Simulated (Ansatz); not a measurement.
# One elementary step

Start structure (GaH5S, closed shell), relaxed at PBE0-D4/def2-TZVP:

```
7
angstrom
Ga -0.9253 -0.2557 -0.5897
H -0.1874 0.4959 -1.7619
H -0.8936 -1.8295 -0.5554
H -2.0347 0.5084 0.2253
H 1.9693 -0.3172 0.4534
S 0.9221 0.0445 1.2133
H 1.1497 1.3535 1.0148
```

The step: GaH₃ + H₂S → GaH₃S ([SH][GaH2]) + H₂; bonds formed: H2–H5; dative contacts that become bonds: Ga1–S6; bonds broken: Ga1–H2, H5–S6. Program: Ansatz 0.2.0. Basis: def2-TZVPP and def2-QZVPP. Cores are frozen in the correlated methods. Filled d shells of the heavier atoms are correlated. The def2 sets are not built for correlating such inner shells, so the correlated values are less sure here. Extrapolation: Hartree–Fock as exp(−7.88 √X), correlation as X^−2.97. Energies below are by CCSD(T) at an estimated basis limit (MP2 extrapolated from triple and quadruple zeta, plus CCSD(T) − MP2 in triple zeta).

**Question.** What are the electronic barrier and the energy of the step, from the start structure to the end structure? (An estimate is asked for; the value comes from the calculation.)

**Answer.** Computed: Barrier 18.35 kcal/mol; step energy -10.90 kcal/mol (downhill); reverse barrier, their difference, 29.25 kcal/mol. Barrier and step energy count from the start structure, the reverse barrier from the end structure.

The saddle point: One imaginary mode of 1094i cm⁻¹.
```
  pair  start (Å)  saddle (Å)  end (Å)
Ga1–S6       2.60        2.47     2.20
 H2–H5       3.20        1.12     0.75
Ga1–H2       1.58        1.73     2.79
 H5–S6       1.34        1.63     3.44
```

Zero-point energy (harmonic, PBE0-D4): ZPE is 23.79 kcal/mol at the start and 22.53 kcal/mol at the saddle, so the barrier goes from 18.35 to 17.08 kcal/mol.

First-order rate constant out of the start structure at 498 K by transition-state theory, with harmonic vibrational free energies alone and no tunnelling: ΔA‡ = 19.06 kcal/mol, so k = (kB T/h) exp(−ΔA‡/kB T) ≈ 10^5 s⁻¹ (an order of magnitude at best: rotation, the number of equivalent paths and anharmonicity are left out).

The T1 diagnostic stays at or below 0.014.

Exchanges of this kind with a chalcogen hydride build sulfide and selenide films.

Labels in which every atom is bracketed show which atoms are joined, not bond orders.

For scale, one of the runs: CCSD(T)/def2-TZVPP, 160 basis functions, launched by `ansatz run in.yaml --threads 2 --pin off --events-out ev --progress --plain --max-ram 4352MiB`. Hardware: 2 CPU threads of an Arm Neoverse V1, shared host. Wall time 29 s; peak host memory 1.1 GiB.
